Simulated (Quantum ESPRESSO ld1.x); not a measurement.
One sound ld1.x (Quantum ESPRESSO 7.5) input for the promethium ion Pm+ gives E = -10013.473 hartree in 29 iterations:

```
 &input
    zed=61.0,
    iswitch=1,
    rel=1,
    lsd=1,
    dft='SLA-VWN',
    config='[Xe] 4f5 6s1',
    verbosity='high',
    prefix='ld1',
    max_out_wfc=37,
    file_charge='ld1.rho',
 /
```

Changed or added lines, one case at a time, and what came of them:

- config='[Xe] 4f5 6s1 5g1': refused. The program stops in el_config with "l not found:G": the config string knows s, p, d and f alone.
- config='[Xe] 4f5 6s1 3f1': refused. The program stops in el_config with "main/angular quantum number mismatch": l must be smaller than n.
- tr2=1e-1: inaccurate. The cycle stops early, after 5 iterations, and the energy is off by +2.661 hartree against the sound run.
- dx=0.2: inaccurate. The radial step is too large to integrate the orbitals; the run ends without a warning, but the energy is off by +0.6606 hartree against the default mesh.
- dft='XYZ': refused. The program stops in set_dft_from_name with "XYZ: unrecognized dft": the name is not a functional that the program knows.
- config='[Xe] 4f5 6s1 7s3': refused. The program stops in el_config with "wrong occupancy:3": an s shell holds at most 2 electrons.
- rel=2 relpert=.true. (without lsd): refused. The program stops in ld1_readin with "perturbative SO-splitting for AE calculations with rel=0 only": the perturbative correction needs rel = 0.
